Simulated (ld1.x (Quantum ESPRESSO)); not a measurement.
## Hf: TM pseudisation with LDA (PZ), fully relativistic reference atom.

ld1.x (Quantum ESPRESSO) 7.5 input, shortened:

```
&input
   title='Hf', zed=72., rel=2, dft='PZ', iswitch=3,
   config='[Xe] 4f14 5d2 6s2 6p0', rel_dist='average'
 /
 &inputp
   pseudotype=2, tm=.true., lloc=0,
   nlcc=.true., new_core_ps=.true., rcore=1.60
 /
3
6P  2  1   0.00   0.00  4.08  4.08  0.0
5D  3  2   2.00   0.00  1.86  1.86  0.0
6S  1  0   2.00   0.00  2.46  2.46  0.0
 &test
   configts(1)='5d2 6s2 6p0'
 /
```

Open shells are filled in proportion to 2j + 1 (rel_dist='average').

Poles of the logarithmic derivatives, all-electron (AE) and pseudo (PS). s: poles at -0.1, 2.5 (AE) and -0.1, 2.1, 4.5 (PS) Ry. p1/2: poles at 0.4, 3.2 (AE) and 0.4, 2.9 (PS) Ry. p3/2: poles at 0.6, 3.5 (AE) and 0.5, 2.9 (PS) Ry. d3/2: poles at -0.2, 1.7, 4.9 (AE) and -0.2, 1.8 (PS) Ry. d5/2: poles at -0.1, 1.8, 5.0 (AE) and -0.1, 1.9 (PS) Ry. Test radius 4.45 bohr.

* Cutoffs needed: 25 Ry and 30 Ry (the cutoffs (Ry, on a coarse ladder) from which the occupation-weighted sum of valence levels, in a spherical-Bessel basis at the reference potential, stays within 10 and 1 mRy of its value at 400 Ry)
* Ghost test: no extra level below or beside the all-electron valence levels (p1/2, p3/2, d3/2, d5/2, s, f tested) (spherical-Bessel basis up to 400 Ry, 20 bohr box)
* Largest excitation error: -291 meV (all-electron minus pseudo) for 5d1 6s0 6p0, out of 7 test configurations
